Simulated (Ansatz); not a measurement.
One change: `[Cl][Al]1[CH2][CH2]1` becomes `[SiH3][AlH][Al]1[CH2][CH2]1`.

Ansatz, PBE0-D4/def2-TZVP geometries, multiplicity 1. Each molecule was computed in one conformer, which needn't be the lowest.

```json
{"property": "HOMO–LUMO gap (PBE/def2-TZVPP) / eV", "`[Cl][Al]1[CH2][CH2]1`": "3.24"}
{"property": "ideal-gas entropy at 298 K and 1 bar (rigid rotor, harmonic PBE0-D4/def2-TZVP) / J/(mol·K)", "`[Cl][Al]1[CH2][CH2]1`": "308"}
{"property": "HOMO energy (ωB97M-V/def2-TZVPP) / eV", "`[Cl][Al]1[CH2][CH2]1`": "-8.38"}
{"property": "HOMO–LUMO gap (ωB97M-V/def2-TZVPP) / eV", "`[Cl][Al]1[CH2][CH2]1`": "9.06"}
{"property": "LUMO energy (PBE/def2-TZVPP) / eV", "`[Cl][Al]1[CH2][CH2]1`": "-1.82"}
{"property": "LUMO energy (ωB97M-V/def2-TZVPP) / eV", "`[Cl][Al]1[CH2][CH2]1`": "0.68"}
```

Question: Give the same properties after the change, and the shifts. (Estimate.)

Answer: The calculation gave: 
```
                                                                                  property  `[SiH3][AlH][Al]1[CH2][CH2]1`  shift
                                                       HOMO–LUMO gap (PBE/def2-TZVPP) / eV                           1.60  -1.64
ideal-gas entropy at 298 K and 1 bar (rigid rotor, harmonic PBE0-D4/def2-TZVP) / J/(mol·K)                            419    111
                                                     HOMO energy (ωB97M-V/def2-TZVPP) / eV                          -7.46   0.92
                                                   HOMO–LUMO gap (ωB97M-V/def2-TZVPP) / eV                           6.52  -2.54
                                                         LUMO energy (PBE/def2-TZVPP) / eV                          -3.12  -1.30
                                                     LUMO energy (ωB97M-V/def2-TZVPP) / eV                          -0.94  -1.62
```

With PBE0 the HOMO rises by 0.65 eV and the LUMO falls by 1.53 eV, so the gap narrows by about 2.18 eV. PBE moves the HOMO by 0.34 eV and ωB97M-V by 0.92 eV. The zero-point energy changes by 79.2 kJ/mol with +15 modes. Modes under 60 cm⁻¹, often nearly free rotors, make the harmonic entropy too high.
